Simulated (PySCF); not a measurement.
**ClWN: from structure and modes to constants**

All numbers come from UPBE0/[W def2-TZVP with ECP60, N def2-TZVP, Cl def2-TZVP], scalar-relativistic core potentials, density fitting, no spin–orbit coupling, PySCF.

The triplet minimum has Cs symmetry. Masses (u): W 183.95093, N 14.00307, Cl 34.96885.

```xyz
3
charge 0 multiplicity 3, angstrom
W    -0.0002   -0.3231    0.0000
N     1.6538   -0.3749    0.0000
Cl   -0.6620    1.8486    0.0000
```

Harmonic wavenumbers (cm⁻¹): 218.8 (a', ×1), 397.2 (a', ×1), 1134.4 (a', ×1).

**Question.** Find the principal moments of inertia and the rotational constants. What kind of rotor is it?

**Answer.** About the centre of mass I = 29.746, 164.55, 194.3 u Å². With B = 16.8576/I this gives 0.5667, 0.1024, 0.08676 cm⁻¹. The molecule is an asymmetric top with κ = -0.93.

**Question.** What is the harmonic zero-point energy?

**Answer.** Half the sum of all 3 wavenumbers, 1750/2 = 875 cm⁻¹, which is 10.5 kJ/mol (1 cm⁻¹ = 0.0119627 kJ/mol).

**Question.** Find the vibrational entropy and heat capacity at 298.15 K.

**Answer.** With u = 1.43878 ω/T, each mode gives S = R[u/(eᵘ−1) − ln(1−e⁻ᵘ)] and C = R u² eᵘ/(eᵘ−1)².
| ω (cm⁻¹) | u | S (J/(mol K)) | C (J/(mol K)) |
| --- | --- | --- | --- |
| 218.8 | 1.056 | 8.24 | 7.58 |
| 397.2 | 1.917 | 4.07 | 6.18 |
| 1134.4 | 5.474 | 0.23 | 1.05 |
The sums over all modes are S = 12.5 and C = 14.8 J/(mol K); the softest mode gives 66 % of the entropy.

**Question.** Give the standard entropy (298.15 K, 1 bar) by its translational, rotational, vibrational and spin parts, and Cp.

**Answer.** Sackur–Tetrode with M = 232.92 u gives 176.8; rotation with symmetry number 1 gives 105.7; vibration 12.5; spin R ln 3 = 9.1. The total is 304.3 J/(mol K), and Cp = 4 R + 14.8 = 48.1 J/(mol K).

Only a few start shapes were tried, so a lower isomer may exist. Open d and f shells are described by one determinant, and the ground state may have another occupation or spin. With an element this heavy the missing spin–orbit coupling can shift these numbers.
